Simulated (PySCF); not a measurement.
Successive ionisation energies of krypton

Calculated with PySCF 2.14, two-component X2C-1e (Gaussian nucleus, no Breit or QED terms), each ion in its own even-tempered basis; GMP2 freezes the deep shells of the larger ions and drops the highest virtual spinors; eV.

| ion | configuration | GHF (screened spin-orbit) | GMP2 (screened spin-orbit) | NIST | kind |
| --- | --- | --- | --- | --- | --- |
| Kr⁸⁺ | [Ar] 3d10 | 231.43 | 233.34 | 233 ± 0.7 | semi-empirical |
| Kr⁹⁺ | [Ar] 3d9 | 266.98 | 268.79 | 268 ± 3 | theoretical |
| Kr¹⁰⁺ | [Ar] 3d8 | 306.97 | 308.53 | 308 ± 3 | theoretical |
| Kr¹¹⁺ | [Ar] 3d7 | 348.95 | 350.26 | 350 ± 3 | theoretical |
| Kr¹²⁺ | [Ar] 3d6 | 389.61 | 390.91 | 391 ± 4 | theoretical |
| Kr¹³⁺ | [Ar] 3d5 | 447.18 | 447.64 | 446 ± 3 | theoretical |
| Kr¹⁴⁺ | [Ar] 3d4 | 491.60 | 492.13 | 492 ± 5 | theoretical |
| Kr¹⁵⁺ | [Ar] 3d3 | 540.30 | 540.63 | 540 ± 3 | theoretical |
| Kr¹⁶⁺ | [Ar] 3d2 | 590.81 | 590.96 | 591 ± 3 | theoretical |
| Kr¹⁷⁺ | [Ar] 3d1 | 639.91 | 640.02 | 640 ± 3 | theoretical |
| Kr¹⁸⁺ | [Ar] | 784.53 | 785.34 | 785.32 | semi-empirical |
| Kr¹⁹⁺ | [Ne] 3s2 3p5 | 831.44 | 832.33 | 831.6 ± 0.9 | semi-empirical |
